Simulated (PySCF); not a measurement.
# Nb: excitation energy

Nb [Kr] 4d4 5s1 (6D) → Nb [Kr] 4d3 5s2 (4F), as a difference of total energies. All numbers are calculated (PySCF 2.14, scalar relativity by spin-free X2C-1e, in aug-cc-pVTZ-DK (9s8p6d3f2g, 102 functions)). Correlated levels: valence: [Kr] frozen. The calculations carry no spin-orbit coupling.

| method | excitation energy (cm⁻¹) |
| --- | --- |
| UHF | 5820.7 |
| LDA | 6207.7 |
| PBE | 7045.2 |
| PBE0 | 6713.8 |
| r2SCAN | 8199.1 |
| CAM-B3LYP | 1975.7 |
| MN15 | 2845.6 |
| revPBE | 7416.9 |
| MP2 (valence) | 2656.6 |
| SCS-MP2 (valence) | -2722.0 |

Errors of the correlated levels include the incompleteness of this basis and the frozen core.

Which method comes closest to the reference value, and which is furthest?

The reference is 1486.2 cm⁻¹ (measured; NIST levels, between the centres of gravity of the two terms). Closest: CAM-B3LYP (error 489.44 cm⁻¹); furthest: r2SCAN (error 6712.9 cm⁻¹).
